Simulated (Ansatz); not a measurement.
Cost and result up the ladder for (LiF)4 ring (Li4F4) (8 atoms). Total charge 0; singlet. Geometry: PBE-D4/def2-SVP.

Cartesian coordinates in Å:
```
F 0.028 -2.177 0.572
F 2.252 0.016 -0.056
F -0.028 2.177 -0.572
F -2.252 -0.016 0.056
Li -1.501 -1.480 0.425
Li 1.536 -1.457 0.347
Li 1.501 1.480 -0.424
Li -1.536 1.456 -0.349
```

Ansatz on 2 threads of Intel Xeon 6975P-C on a shared host. Times are rough, and most runs start from the orbitals of an earlier one. PBE0-D4/def2-TZVP serves as the yardstick here, not as an exact answer. Differences are given only for rows in sets of like size (and for xTB, whose basis is part of the method), since another set adds its own error. Binding counts from free atoms at the same level (F doublet, Li doublet; other spins of the atoms weren't run), without zero-point energy or a counterpoise term.

B3LYP takes the VWN-RPA correlation. HSE06 is defined as in plane-wave codes, on full-range PBE exchange. Correlated methods freeze 4 core orbitals; core or outer-core shells of Li are correlated, in sets that lack core-valence functions. The rows differ in basis, and correlated rows in double-zeta sets carry the largest basis error. Another isomer (singlet) lies 0.38 eV lower at PBE0-D4/def2-TZVP; other spin states weren't run for this one.

Correlated methods converge slowly with the basis, most of all in double-zeta sets.

```
                         level  functions  wall time
               PBE-D4/def2-SVP         92     0.85 s
              PBE0-D4/def2-SVP         92      0.9 s
                 MP2/def2-TZVP        180      1.2 s
PBE-D4/def2-TZVP (with forces)        180      1.4 s
             PBE0-D4/def2-TZVP        180      1.5 s
            B3LYP-D4/def2-TZVP        180      1.5 s
            HSE06-D4/def2-TZVP        180      1.6 s
           r2SCAN-D4/def2-TZVP        180      1.9 s
              B2PLYP/def2-TZVP        180      2.7 s
              CCSD(T)/def2-SVP         92      5.5 s
```

Question: Estimate what each level gives for the binding energy per atom (eV).

Answer: 
| level | binding energy per atom (eV) | difference from PBE0-D4/def2-TZVP (eV) |
| --- | --- | --- |
| PBE-D4/def2-SVP | 3.99 | – |
| PBE0-D4/def2-SVP | 3.85 | – |
| MP2/def2-TZVP | 3.87 | 0.14 |
| PBE-D4/def2-TZVP (with forces) | 3.86 | 0.13 |
| PBE0-D4/def2-TZVP | 3.73 | 0.00 |
| B3LYP-D4/def2-TZVP | 3.84 | 0.11 |
| HSE06-D4/def2-TZVP | 3.73 | 0.00 |
| r2SCAN-D4/def2-TZVP | 3.79 | 0.06 |
| B2PLYP/def2-TZVP | 3.82 | 0.10 |
| CCSD(T)/def2-SVP | 3.73 | – |
